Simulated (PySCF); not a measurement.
Vertical excitations of a molecule CH5FO2Si2 from TDA-PBE/def2-SVPD (PySCF), as energy in eV (oscillator strength): 4.89 (0.015), 5.44 (0.002), 5.68 (0.054), 6.01 (0.027), 6.28 (0.151), 6.41 (0.034), 6.62 (0.012), 6.66 (0.002), 6.72 (0.021), 6.90 (0.004). Lowest triplet (TDA): 4.19 eV. Coordinates come from a PBE0-D3(BJ)/def2-SVP optimisation. The values are those of a single conformer.

Question: Which molecule gave these data?
A) O=C(O)[Si@@H](F)[SiH3]
B) O=CO[Si@@H](F)[SiH3]
C) F[Si@H]1OCO[SiH2]1
D) O=C[Si@H](F)O[SiH3]

Answer: A, O=C(O)[Si@@H](F)[SiH3]
